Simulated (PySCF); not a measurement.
Calculation: PySCF 2.14.0 with B3LYP-D3(BJ)/def2-TZVP. Isolated molecules, 0 K electronic values unless said otherwise. One relaxed conformer stands for a flexible species; it need not be the lowest. B3LYP has the VWN-RPA correlation part, as in Gaussian. 

Reference species (SMILES): `[SiH2]=[SiH]CC` (C–C–Si–Si torsion 20°) (neutral, multiplicity 1).

The LUMO is -1.89 eV and the HOMO–LUMO gap is 3.70 eV.

Changed species: `C/[SiH]=[SiH]/C`.

Give the shifts of the LUMO and HOMO–LUMO gap.

the LUMO goes up by 0.37 eV, to -1.52 eV; the HOMO–LUMO gap increases by 0.05 eV, to 3.75 eV.
